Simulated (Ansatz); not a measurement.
Total energies of Ca4O4 from Ansatz at PBE-D4/def2-TZVP, gas phase (1 Eh = 27.2114 eV = 2625.5 kJ/mol). The reference geometry is relaxed at PBE-D4/def2-SVP.

Cartesian coordinates in Å:
```
Ca 0.321 2.713 0.266
Ca -1.540 0.402 -2.246
Ca -0.284 -2.714 -0.291
Ca 1.499 -0.400 2.274
O 0.818 -2.093 1.328
O -0.816 2.092 -1.329
O -1.223 -1.555 -1.705
O 1.226 1.555 1.703
```

```csv
state,geometry,energy (Eh)
charge 0 singlet,reference,-3010.54747
charge 1 doublet,reference,-3010.33924
charge 1 doublet,relaxed at PBE-D4/def2-SVP,-3010.33946
free Ca atom (singlet),–,-677.32879
free O atom (triplet),–,-75.00967
```

Q: Work out the vertical ionisation energy to the doublet.

A: E(charge 1 doublet) − E(charge 0 singlet) = -3010.33924 − (-3010.54747) = 0.20823 Eh = 5.67 eV. For comparison, −ε of the highest occupied level is 3.39 eV at this level, 2.28 eV less.

Q: How much does the charge 1 doublet relax, and what is the adiabatic ionisation energy?

A: Relaxation: -3010.33924 − (-3010.33946) = 0.00022 Eh = 0.01 eV. Adiabatic ionisation energy: 0.20801 Eh = 5.66 eV, without zero-point energy. 

Q: What is the binding energy per atom against free atoms?

A: Atoms: 4 × (-677.32879) + 4 × (-75.00967) = -3009.35384 Eh. Binding: -3009.35384 − (-3010.54747) = 1.19363 Eh = 32.48 eV, or 4.06 eV for each of 8 atoms (no zero-point energy, no counterpoise term).

The structure comes from a short search, and lower isomers may exist.
